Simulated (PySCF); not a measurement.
These are B3LYP-D3(BJ)/def2-TZVP run with PySCF values and carry that method's errors. All species are isolated molecules in the gas phase. B3LYP has the VWN-RPA correlation part, as in Gaussian. Excitations are Tamm–Dancoff values on a coarser integration grid. The basis has no diffuse functions, so Rydberg states are missing or too high.

Reference species (SMILES): `[CH3][GeH3]` (neutral, multiplicity 1).

- T1 excitation (TDA): 7.67 eV
- dipole moment: 0.70 D
- HOMO: -8.66 eV

Changed species: `[BH3-][NH3+]`.

Question: Give the shifts of the T1 excitation (TDA), dipole moment and HOMO.

Answer: the T1 excitation (TDA) falls by 1.53 eV, to 6.14 eV; the dipole moment rises by 4.70 D, to 5.40 D; the HOMO rises by 1.02 eV, to -7.64 eV.
